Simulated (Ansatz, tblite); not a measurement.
Removing and adding an electron: Sn₈ (the lowest singlet isomer of a short search). Charge 0, multiplicity 1. Geometry: PBE-D4/def2-SVP. Ansatz, gas phase; energy differences of separate SCF runs; the oxidised species was run as a doublet alone; the reduced species was run as a doublet alone.

Cartesian coordinates in Å:
```
Sn -2.282 -0.181 -1.259
Sn 0.597 1.278 0.687
Sn 2.850 -0.356 -0.402
Sn 1.498 -1.121 2.214
Sn 0.217 -2.001 -0.496
Sn -1.839 2.466 -0.175
Sn 0.538 0.577 -2.338
Sn -1.580 -0.662 1.768
```

In the def2 sets Sn takes a core potential; there is no spin–orbit coupling. The xTB rows come from tblite. The structure comes from a short search, and lower isomers may exist.

```json
{"level": "PBE-D4/def2-SVP", "−HOMO (eV)": "4.55", "vertical IE (eV)": "6.36", "−LUMO (eV)": "3.52", "vertical EA (eV)": "1.82", "HOMO–LUMO gap (eV)": "1.03", "IE − EA (eV)": "4.53", "remarks": "–"}
{"level": "PBE0-D4/def2-SVP", "−HOMO (eV)": "5.21", "vertical IE (eV)": "6.45", "−LUMO (eV)": "3.07", "vertical EA (eV)": "1.91", "HOMO–LUMO gap (eV)": "2.14", "IE − EA (eV)": "4.54", "remarks": "restricted singlet, untested (singlet)"}
```

Q: Estimate the rows for GFN1-xTB, GFN2-xTB.

A: 
```json
{"level": "GFN1-xTB", "−HOMO (eV)": "9.01", "vertical IE (eV)": "11.11", "−LUMO (eV)": "7.76", "vertical EA (eV)": "5.64", "HOMO–LUMO gap (eV)": "1.26", "IE − EA (eV)": "5.46"}
{"level": "GFN2-xTB", "−HOMO (eV)": "9.51", "vertical IE (eV)": "11.58", "−LUMO (eV)": "8.29", "vertical EA (eV)": "6.13", "HOMO–LUMO gap (eV)": "1.22", "IE − EA (eV)": "5.46"}
```

   Raw xTB energy differences between charge states are shifted by several eV; the methods need an empirical correction for them. Sets without diffuse functions give affinities that are too small.
